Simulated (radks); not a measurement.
Valence configurations of the bromine ion Br+ (all share [Ar]). Method: Dirac Kohn-Sham, PBE, spin-unpolarised, spherical densities, finite nucleus; open shells fill j = l - 1/2 first; Fermi nuclear charge, rms radius 4.1629 fm; computed with a radial shooting solver on a logarithmic mesh with Libxc functionals. Energies are relative to 3d10 4s2 4p4; eigenvalues in eV.

| valence | E (eV) | e(3d3/2) | e(3d5/2) | e(4p1/2) | e(4p3/2) | e(4s1/2) |
|---|---|---|---|---|---|---|
| 3d10 4s2 4p4 | 0.000 | -78.426 | -77.340 | -17.802 | -17.233 | -30.324 |
| 3d9 4s2 4p5 | 65.572 | -91.335 | -90.192 | -19.728 | -19.070 | -33.081 |
| 3d10 4s1 4p5 | 13.177 | -80.045 | -78.957 | -18.498 | -17.912 | -31.174 |
| 3d10 4s1.5 4p4.5 | 6.567 | -79.243 | -78.156 | -18.154 | -17.577 | -30.754 |
| 3d8 4s2 4p6 | 142.41 | -104.71 | -103.51 | -21.626 | -20.878 | -35.752 |
| 3d9 4s1 4p6 | 79.659 | -92.852 | -91.707 | -20.379 | -19.704 | -33.865 |

NIST lists [Ar] 3d10 4s2 4p4 as the ground configuration; this level of theory agrees among the configurations tried. The energies are those of spherical spin-averaged densities, not of single terms.
